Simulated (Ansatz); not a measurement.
C$_{3}$H$_{2}$N, charge -1, singlet, geometry from GFN2-xTB (a gas-phase anion, which may not be bound at this level). Base run: SVWN5/6-31G** (Ansatz, a program for electronic structure).

Geometry (Å):
```xyz
6

C     -0.1206    -1.6959     0.0087
C      0.4790    -0.5149     0.0067
C     -0.0365     0.7371    -0.0045
H     -1.2158    -1.8935     0.0012
H      0.4617    -2.6235     0.0185
N     -0.1681     1.9084    -0.0121
```
Charge -1, spin multiplicity 1.
All else is at Ansatz's defaults.
Base energy -168.68993 Eh.

Each row names what was changed in the base input (with any setting that the change needs).

| change | ΔE vs base (kcal/mol) |
|---|---|
| base | 0.000 |
| lower_state_search = light | 0.000 |
| fitting.mean_field = def2-universal-JKFIT | -0.025 |
| fitting.mean_field = cc-pVTZ-JKFIT | -0.030 |
| point_charge = charge:0.5 position_ang:1.6852, -2.8886, -4.8116 | -27.39 |
| nuclear_model = gaussian | 0.010 |
| final_grid = 4, 8, 17 | -0.042 |
| final_grid = 6, 12, 29 | 0.000 |
| lower_state_search = off | 0.000 |
| lower_state_search = full | 0.000 |
| point_charge = charge:1.0 position_ang:2.431, -4.8445, -2.7353 | -55.03 |

A gas-phase anion may not be bound at this level; its values then depend on the basis.
